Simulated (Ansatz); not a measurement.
`BC(C)CO`, charge 0, multiplicity 1.

Q: Give a relaxed structure at PBE0-D4/def2-TZVP (Ansatz 0.2.0). (An estimate is asked.)

A: Computed: 
Z-matrix (Å, degrees):
```
B
O 1 1.757
C 1 1.622 2 84.8
H 1 1.203 2 103.5 3 -116.1
H 1 1.205 2 106.1 3 120.7
C 2 1.478 1 84.5 3 12.5
H 2 0.963 1 107.3 3 -96.1
C 3 1.516 1 119.1 2 -130.6
H 3 1.095 1 112.3 2 98.9
H 6 1.091 2 105.0 1 103.5
H 6 1.093 2 109.7 1 -139.1
H 8 1.094 3 110.7 1 48.1
H 8 1.095 3 112.8 1 169.3
H 8 1.093 3 110.7 1 -70.6
```
This is one stationary point; other conformers may exist.
